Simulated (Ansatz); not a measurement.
A made-up structure of BSiH3Se, singlet:

| atom | x (Å) | y (Å) | z (Å) |
| --- | --- | --- | --- |
| Si1 | -0.5588 | 0.4310 | -0.0109 |
| B2 | 1.0130 | -0.7812 | 0.0198 |
| Se3 | 2.3852 | -1.8394 | 0.0467 |
| H4 | -1.0628 | 0.5439 | -1.4032 |
| H5 | -0.1535 | 1.7708 | 0.4848 |
| H6 | 3.4252 | -2.9012 | -0.2203 |

It is relaxed with PBE-D4/def2-SVP and then PBE0-D4/def2-TZVP (Ansatz 0.2.0). Atoms count as bonded within 1.22 times the sum of their covalent radii (H–H: 0.88 Å). The end point is not checked to be a true minimum.

**Question.** Does its bonding change? (Judge from chemistry; the calculation decides.)

**Answer.** Computed: No: no bond forms or breaks.

Where it ends: The first stage lowers the energy by 2.47 eV in 17 steps. It ends as BSiH₃Se ([SiH2][B][SeH]):
Si1  (-0.101, 0.515, -0.290)
B2  (1.275, -0.679, -0.246)
Se3  (2.887, -1.563, -0.450)
H4  (-1.208, 0.353, -1.256)
H5  (-0.368, 1.401, 0.864)
H6  (2.564, -2.803, 0.294)
(Å)

Labels in which every atom is bracketed show which atoms are joined, not bond orders.

For scale, one of the runs: PBE0-D4/def2-TZVP relaxation, 134 basis functions, launched by `ansatz run in.yaml --threads 2 --pin off --events-out ev --progress --plain --max-ram 4352MiB`. Hardware: 2 CPU threads of an Arm Neoverse V2, shared host. Wall time about 25 s.
